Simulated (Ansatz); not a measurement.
One geometry of the cluster AlGa5, several levels of theory.

```yaml
crystal:
  periodic: [false, false, false]
  atoms:
    - {symbol: Al, position_ang: [-1.784811, -0.134793, 1.102234]}
    - {symbol: Ga, position_ang: [-2.840108, -2.407116, 0.520389]}
    - {symbol: Ga, position_ang: [-0.161835, -0.402929, -0.849069]}
    - {symbol: Ga, position_ang: [0.030914, -3.759112, 0.425025]}
    - {symbol: Ga, position_ang: [-1.277551, -2.688714, -1.483491]}
    - {symbol: Ga, position_ang: [1.068391, -1.507136, 1.092512]}
basis:
  gaussian: {orbitals: def2-TZVPD, initial_orbitals: start.molden}
hamiltonian: {xc: pbe0, dispersion: d4}
scf: {omitted_lower_state_checks: [starts]}
output: {orbitals: {seedname: orbitals}}
```

The file start.molden holds the orbitals of an earlier run on this structure, at another level or in another basis.

```sh
$ ansatz run in.yaml --threads 4 --pin off --events-out ev --progress --plain --max-ram 4787MiB
```

Shortened log:

```
Functional definition: PBE0
2414 factors; their error is unknown
mean field evaluation 1: about -268450.3145 eV, gradient 9.8e0 eV
mean field evaluation 2: about -268450.3544 eV, gradient 9.4e-2 eV
mean field evaluation 4: about -268451.2074 eV, gradient 3.2e-4 eV
mean field -268451.20736324 eV, -9865.3999078352 hartree, gradient 1.8e-5 eV, S^2 0.000000; 0 other end points of the search recorded, 0 dependent functions left out
reference -268451.20739526 eV, -9865.3999090120 hartree; 84, 84 occupied and 229, 229 virtual orbitals, 2414 factors
Total energy: -268451.59984973 eV, -9865.4143314477 hartree
Checks for a lower state left out: starts
```

Hardware: 4 threads of Arm Neoverse V2 on a shared host. Wall time 18 s, peak host memory 2 GiB.

Geometry: PBE-D4/def2-SVP.

The restricted singlet is unstable towards broken spin symmetry at other levels; at PBE0-D4/def2-TZVPD this wasn't settled. The structure comes from a short search, and lower isomers may exist.
